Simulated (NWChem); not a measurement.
## What each level costs for ClTl

```xyz
2

Tl     0.0000     0.0000    -0.4371
Cl     0.0000     0.0000     2.0825
```
Charge 0, spin multiplicity 1.

Program: NWChem. The geometry was optimised at PBE0/def2-SVP with def2 effective core potentials on Tl, a minimum by its harmonic frequencies.

Basis set: def2-TZVP (87 functions). Each entry is one whole single-point run; the coupled-cluster runs use the TCE module, and the SCF and DFT modules converge to different thresholds.

Effective core potentials replace the inner electrons of Tl; spin-orbit coupling is left out. The correlated methods keep 9 core orbitals frozen. B3LYP has NWChem's definition, with VWN1-RPA local correlation. The structure started from a generated list of species.

Problem. Roughly how much processor time does each of these take, relative to RHF: MP2, B2PLYP, PBE, B3LYP, r2SCAN, CR-CCSD(T)?

Solution. B3LYP about the same, within a factor of 3; r2SCAN about the same, within a factor of 3; PBE about the same, within a factor of 3; MP2 about the same, within a factor of 3; B2PLYP about 3; CR-CCSD(T) about 20 (rough ratios from shared machines).
